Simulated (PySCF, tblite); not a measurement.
Isomers of C7H16NP. Computed values, GFN2-xTB/tblite, gas phase, harmonic and unscaled. The method is semi-empirical: single wavenumbers can be off by several per cent or more. One conformer each.

Electronic energies: PBE0/pcSseg-1 single points on the GFN2-xTB geometries (PySCF, gas phase).

```tsv
SMILES	electronic energy, lowest = 0 (kJ/mol)
C=CP(CC)N(C)CC	26.5
CCC[P@@]1(=N)CC[C@@H]1C	0.0
CC/C(C)=P/CN(C)C	56.7
```

**Question.** How do GFN2-xTB zero-point energies change the relative energies?

**Answer.** 
```
                 SMILES  ZPE (kJ/mol)  of it from modes above 1550 cm⁻¹  electronic (kJ/mol)  with ZPE, lowest = 0 (kJ/mol)  lowest mode (cm⁻¹)  rings
CCC[P@@]1(=N)CC[C@@H]1C         571.0                             288.4                  0.0                            0.0                  45      1
         C=CP(CC)N(C)CC         566.0                             297.0                 26.5                           21.6                  44      0
       CC/C(C)=P/CN(C)C         571.7                             283.9                 56.7                           57.4                  49      0
```

The zero-point energies span 5.7 kJ/mol, from `C=CP(CC)N(C)CC` to `CC/C(C)=P/CN(C)C`. The order is unchanged.

**Question.** And how do the electronic energies of GFN2-xTB itself compare?

**Answer.** `CCC[P@@]1(=N)CC[C@@H]1C` 0.0; `C=CP(CC)N(C)CC` 43.0; `CC/C(C)=P/CN(C)C` 66.1 kJ/mol, lowest = 0. Against the energies above, taken from the same isomer `CCC[P@@]1(=N)CC[C@@H]1C`, the largest difference is 16.5 kJ/mol.

**Question.** What do entropy and thermal enthalpy add at 298.15 K and 1 bar (rigid rotor, harmonic oscillator, one conformer each)?

**Answer.** 
| SMILES | point group | symmetry number | S (J/(mol K)) | H − H(0) (kJ/mol) | ZPE + H − H(0) − TS (kJ/mol) |
| --- | --- | --- | --- | --- | --- |
| CCC[P@@]1(=N)CC[C@@H]1C | C1 | 1 | 440.2 | 33.36 | 473.1 |
| C=CP(CC)N(C)CC | C1 | 1 | 472.0 | 36.97 | 462.3 |
| CC/C(C)=P/CN(C)C | C1 | 1 | 462.0 | 35.51 | 469.5 |
